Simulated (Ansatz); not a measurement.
`[BH2][AlH][O][SiH3]` + HBr → `[SiH3][O][AlH][Br]` + BH₃ at 600 K and 1 bar (cleavage of the Al–B bond).

Calculated with Ansatz (gas phase, PBE0-D4/def2-TZVP geometries, no zero-point term in ΔE). CCSD(T)/CBS is the MP2 limit (def2-TZVPP, def2-QZVPP) plus CCSD(T) − MP2 in def2-TZVPP, frozen cores. This one scheme is used for every species. For Br outer-core shells are correlated without core-valence functions, which leaves a few kJ/mol of doubt a bond. Scalar relativity is left out up to krypton. One conformer a species, not always the lowest.

```csv
species,CCSD(T)/CBS energy (Eh),H − E (kJ/mol),S (J/(mol·K))
`[BH2][AlH][O][SiH3]`,-634.71196,212.3,482.4
HBr,-2573.91920,33.5,219.1
`[SiH3][O][AlH][Br]`,-3182.15432,156.5,462.2
BH₃,-26.55200,91.5,217.3
```

H − E and S are ideal-gas, rigid-rotor, harmonic terms from PBE0-D4/def2-TZVP, for one conformer and one mirror image of each species. 1 Eh = 2625.50 kJ/mol, R = 8.31446 J/(mol·K).

Question: By hand: ΔE, ΔH, ΔS and ΔG.

Answer: ΔE = (-3182.15432) + (-26.55200) − (-634.71196) − (-2573.91920) = -0.07516 Eh = -197.3 kJ/mol. Δ(H − E) = 156.5 + 91.5 − 212.3 − 33.5 = 2.2, so ΔH = -195.1 kJ/mol. ΔS = 462.2 + 217.3 − 482.4 − 219.1 = -22.0 J/(mol·K). ΔG = -195.1 − 600 × (-22.0)/1000 = -181.9 kJ/mol.

Question: By hand: the equilibrium constant, and the temperature at which ΔG would vanish if ΔH and ΔS stayed fixed.

Answer: log₁₀ K = −ΔG/(RT ln 10) = 15.8. ΔG = 0 at ΔH/ΔS = 8868 K, far beyond where these terms or the molecules hold.

ΔH outweighs TΔS. A doubt of 5 kJ/mol in ΔE shifts log₁₀ K by 0.4 here. Other conformers and mirror images would add mixing entropy, several J/(mol·K) or more a flexible species. Modes under 60 cm⁻¹, often nearly free rotors, make the harmonic entropy too high. These are equilibria of isolated gas molecules and say nothing of rates. Largest T1 diagnostic: 0.012 (customary marks: 0.02 for closed shells, 0.045 for open ones).
